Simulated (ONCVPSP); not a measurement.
## Reading a pseudo-wave (C (Z = 6))

Columns: radius, all-electron u(r) and pseudo u(r) of the 2p shell (level -5.29 eV) of carbon in the configuration [He] 2s2 2p2; PBE, scalar-relativistic, ONCV scheme, ONCVPSP 4.0.1.

```json
{"r (bohr)": "0.130", "all-electron": "0.0736", "pseudo": "0.0237"}
{"r (bohr)": "0.260", "all-electron": "0.2106", "pseudo": "0.0913"}
{"r (bohr)": "0.390", "all-electron": "0.3488", "pseudo": "0.1933"}
{"r (bohr)": "0.520", "all-electron": "0.4665", "pseudo": "0.3157"}
{"r (bohr)": "0.650", "all-electron": "0.5584", "pseudo": "0.4428"}
{"r (bohr)": "0.780", "all-electron": "0.6266", "pseudo": "0.5598"}
{"r (bohr)": "0.910", "all-electron": "0.6724", "pseudo": "0.6551"}
{"r (bohr)": "1.040", "all-electron": "0.6985", "pseudo": "0.7220"}
{"r (bohr)": "1.170", "all-electron": "0.7085", "pseudo": "0.7585"}
{"r (bohr)": "1.300", "all-electron": "0.7058", "pseudo": "0.7673"}
{"r (bohr)": "1.430", "all-electron": "0.6936", "pseudo": "0.7538"}
{"r (bohr)": "1.560", "all-electron": "0.6744", "pseudo": "0.7250"}
{"r (bohr)": "1.690", "all-electron": "0.6503", "pseudo": "0.6875"}
{"r (bohr)": "1.820", "all-electron": "0.6228", "pseudo": "0.6468"}
{"r (bohr)": "1.950", "all-electron": "0.5934", "pseudo": "0.6067"}
{"r (bohr)": "2.080", "all-electron": "0.5628", "pseudo": "0.5689"}
{"r (bohr)": "2.210", "all-electron": "0.5320", "pseudo": "0.5341"}
{"r (bohr)": "2.340", "all-electron": "0.5013", "pseudo": "0.5018"}
{"r (bohr)": "2.470", "all-electron": "0.4713", "pseudo": "0.4713"}
{"r (bohr)": "2.600", "all-electron": "0.4421", "pseudo": "0.4421"}
{"r (bohr)": "2.730", "all-electron": "0.4141", "pseudo": "0.4141"}
{"r (bohr)": "2.860", "all-electron": "0.3873", "pseudo": "0.3873"}
{"r (bohr)": "2.990", "all-electron": "0.3618", "pseudo": "0.3618"}
{"r (bohr)": "3.120", "all-electron": "0.3377", "pseudo": "0.3377"}
{"r (bohr)": "3.250", "all-electron": "0.3149", "pseudo": "0.3149"}
{"r (bohr)": "3.380", "all-electron": "0.2934", "pseudo": "0.2934"}
```

Question: How many radial nodes do the two functions have?

Answer: The all-electron 2p function has n − l − 1 = 0; the pseudo-wave has 0.

Question: At about which radius was the pseudo-wave matched?

Answer: 2.60 bohr, where the columns begin to agree (steps of 0.13 bohr).

Question: Where does each function peak?

Answer: Outermost all-electron maximum near 1.17 bohr, pseudo maximum near 1.30 bohr (to the table’s step).

Question: Is the pseudo-wave norm-conserving?

Answer: Yes: the ONCV scheme keeps the norm inside the radius equal to the all-electron one, which fixes the energy derivative of the logarithmic derivative at the level.
